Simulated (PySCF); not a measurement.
## Mayer bond orders and bond lengths

C4H13ClOSi2.
Numbering: `[CH3:1][CH:2]([CH3:3])[SiH2:4][O:5][CH2:6][SiH2:7][Cl:8]` (hydrogens: H9, H10, H11 on C1; H12 on C2; H13, H14, H15 on C3; H16, H17 on Si4; H18, H19 on C6; H20, H21 on Si7)

Structure used (GFN2-xTB), in Å, numbered top down from 1:
```
atom  x, y, z in Å
C1    -1.9592    1.3740   -0.4169
C2    -1.8774   -0.1380   -0.6110
C3    -2.0824   -0.8472    0.7252
Si4   -0.2550   -0.6597   -1.4530
O5     0.8809   -0.1816   -0.3994
C6     2.2804   -0.3220   -0.5200
Si7    3.0036    0.4542    1.0622
Cl8    5.0135    0.3124    0.9998
H9    -1.8798    1.8924   -1.3699
H10   -1.1521    1.7143    0.2283
H11   -2.9067    1.6516    0.0450
H12   -2.6927   -0.4366   -1.2775
H13   -1.2809   -0.5903    1.4142
H14   -2.0911   -1.9270    0.5946
H15   -3.0293   -0.5509    1.1765
H16   -0.0780    0.0011   -2.7524
H17   -0.1933   -2.1110   -1.6687
H18    2.6199    0.1754   -1.4348
H19    2.5328   -1.3819   -0.6310
H20    2.5105   -0.2761    2.2268
H21    2.6274    1.8639    1.1236
```

Bond orders from the PBE0/pcSseg-1 density (PySCF). Isolated species at its GFN2-xTB geometry (one conformer only).

Question: How far do the computed orders between heavy atoms stray from the drawn ones?

Answer: The largest departure is 0.148, at O5–C6 (drawn single, 0.852). Drawn single, order below 0.88: O5–C6 (0.852).

Question: Set the Mayer orders of the bonds between heavy atoms beside their lengths.

Answer: 
| bond | drawn as | length (Å) | Mayer order |
| --- | --- | --- | --- |
| C1–C2 | single | 1.527 | 1.029 |
| C2–C3 | single | 1.526 | 1.029 |
| C2–Si4 | single | 1.901 | 0.902 |
| Si4–O5 | single | 1.621 | 0.936 |
| O5–C6 | single | 1.412 | 0.852 |
| C6–Si7 | single | 1.905 | 0.903 |
| Si7–Cl8 | single | 2.016 | 0.965 |

Question: And the bonds to hydrogen?

Answer: C–H: 0.93 to 0.97 (9 bonds); H–Si: 0.91 to 0.94 (4 bonds).

Question: Sum the orders of all bonds at each heavy atom with more than one neighbour and set the sums beside the valence in the SMILES.

Answer: C1 3.923 (drawn 4), C2 3.894 (drawn 4), C3 3.923 (drawn 4), Si4 3.662 (drawn 4), O5 1.788 (drawn 2), C6 3.633 (drawn 4), Si7 3.752 (drawn 4). Orders between atoms that aren't bonded are not in these sums.

For a closed shell the Mayer order of atoms A and B is Σ (PS)μν (PS)νμ over the basis functions μ on A and ν on B, with P the density and S the overlap matrix.

The run behind these numbers computed NMR shieldings as well. Time: 77 s; peak memory 1.1 GiB. Hardware: an Arm Neoverse N1 with one thread, shared host.
